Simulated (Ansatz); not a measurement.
Species: BO, charge 0, doublet. BO (SMILES [B]=O, doublet).
B3LYP-D3(BJ)/def2-TZVP minimum from Ansatz (a program for electronic structure):
```xyz
2

B      0.0000     0.0000    -0.7398
O      0.0000     0.0000     0.4623
```
Charge 0, spin multiplicity 2.

Total energies in hartree (Ansatz). Radicals and triplets start from unrestricted determinants; spin-orbit coupling is neglected. Cores are frozen in correlated methods. No relativity. Where a partner has so few electrons that a lower coupled-cluster level is exact, that level stands in. The UHF reference of BO ([B]=O, doublet) is spin-contaminated (<S^2> up to 0.05 over the pure value in the sets run).

| species | HF/cc-pVTZ | CCSD(T)/cc-pVTZ | HF/cc-pVQZ | CCSD(T)/cc-pVQZ | CCSDT(Q)/cc-pVQZ |
|---|---|---|---|---|---|
| 1: BO (SMILES [B]=O, doublet) | -99.55653 | -99.86995 | -99.56439 | -99.89920 | -99.90075 |
| 2: B (doublet) | -24.53207 | -24.59810 | -24.53297 | -24.60084 | -24.60125 |
| 3: O (triplet) | -74.81176 | -74.97396 | -74.81729 | -74.99357 | -74.99396 |

Question: Work out the atomisation energy (electronic, to ground-state atoms) in kcal/mol: take Hartree-Fock from cc-pVQZ, extrapolate the CCSD(T) correlation energy as X^-3 (X = 3, 4), and add CCSDT(Q) - CCSD(T) in cc-pVQZ. 1 hartree = 627.51 kcal/mol.

Answer: 
Species 1: correlation (64·(-0.33481) - 27·(-0.31342))/37 = -0.35042; step -0.00155; E1 = -99.56439 + (-0.35042) + (-0.00155) = -99.91636
Species 2: correlation (64·(-0.06787) - 27·(-0.06603))/37 = -0.06921; step -0.00041; E2 = -24.53297 + (-0.06921) + (-0.00041) = -24.60259
Species 3: correlation (64·(-0.17628) - 27·(-0.16220))/37 = -0.18655; step -0.00039; E3 = -74.81729 + (-0.18655) + (-0.00039) = -75.00423
-1·E1 +1·E2 +1·E3 = 0.30954 hartree = 194.2 kcal/mol.
